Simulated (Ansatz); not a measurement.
Species: selane, H2Se, net charge 0, singlet state. 
Structure (B3LYP-D3(BJ)/def2-TZVP (Ansatz, a program for electronic structure) minimum search):
```xyz
3

Se    -0.0012     0.0571     0.0009
H     -1.0300    -0.9935    -0.0128
H      1.0722    -0.9476    -0.0191
```
Charge 0, spin multiplicity 1.

Quantity: vertical triplet-singlet gap (E(triplet) - E(singlet); each state is the SCF solution reached for its spin), in kcal/mol. Valence correlation only, unless marked. UHF or UKS for open shells. No spin-orbit coupling. Frozen are the shells of the preceding noble gas and the d and f shells that filled before the atom's block. No relativistic terms. Basis-set limits of correlation are two-point, X^-3; Hartree-Fock from the larger set.

| level | program | vertical triplet-singlet gap (kcal/mol) |
|---|---|---|
| wB97M-V/def2-TZVPD | Ansatz | (withheld) |
| B2PLYP/def2-TZVPD | Ansatz | 114.8 |
| CCSD/aug-cc-pVQZ | Ansatz | 115.7 |
| CCSD(T)/CBS(aug-cc-pVTZ,aug-cc-pVQZ) | Ansatz | (withheld) |

### Question
Some entries are withheld; supply them.

### Answer

- wB97M-V/def2-TZVPD, vertical triplet-singlet gap (kcal/mol): 115.6
- CCSD(T)/CBS(aug-cc-pVTZ,aug-cc-pVQZ), vertical triplet-singlet gap (kcal/mol): 116.9
